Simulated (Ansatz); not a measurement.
Ansatz (a first-principles code) input:
A basis named .json is the Basis Set Exchange file of that set.

Ansatz 0.2 input:
```yaml
crystal:
  periodic: [false, false, false]
  atoms:
    - {symbol: Mg, position_ang: [0.00000000, 0.00000000, 0.00000000]}
    - {symbol: I, position_ang: [-0.00000000, -0.00000000, -2.59576746]}
    - {symbol: I, position_ang: [0.00000000, 0.00000000, 2.59576746]}
basis:
  gaussian:
    orbitals: def2-TZVPPD.json
total_charge: 1
magnetization: {spin_polarized: true, initial_magnetization: 1}
correlation: {method: ccsd_t, electrons: outside_noble_gas}
```

Question: What final total energy does it print?

Answer: -793.07353 Eh (CCSD(T)/def2-TZVPPD). The basis has 153 functions.
